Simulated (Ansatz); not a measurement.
Molecule: sum formula CrO₂H₂ (charge 0, quintet). The spin state was set by rule; other spins were not relaxed. 
Structure (B3LYP-D3(BJ)/def2-TZVP (Ansatz, a program for electronic structure) minimum search):
SMILES: [Cr]([OH])[OH]
```xyz
5

Cr     0.1395    -0.0061     0.1713
O      1.1856     0.1576    -1.2959
H      1.3759     0.9365    -1.8246
O     -1.5010    -0.2976     0.8766
H     -2.2019     0.3303     1.0686
```
Charge 0, spin multiplicity 5.

Basis-set convergence of Hartree-Fock and CCSD(T) correlation energies (hartree) with Ansatz. Valence correlation only, unless marked. Open shells are spin-unrestricted. No spin-orbit coupling. The frozen core is the preceding noble-gas configuration, with the filled d and f shells of earlier blocks. Non-relativistic.

```
basis        functions        E(HF)  E(corr, CCSD(T))
-----------  ---------  -----------  ----------------
def2-SVPD           96  -1194.03140          -0.52762
def2-TZVPPD        181          [?]               [?]
```

### Question
Fill in the missing entries.

### Answer

- def2-TZVPPD, E(HF): -1194.34971
- def2-TZVPPD, E(corr, CCSD(T)): -0.65856
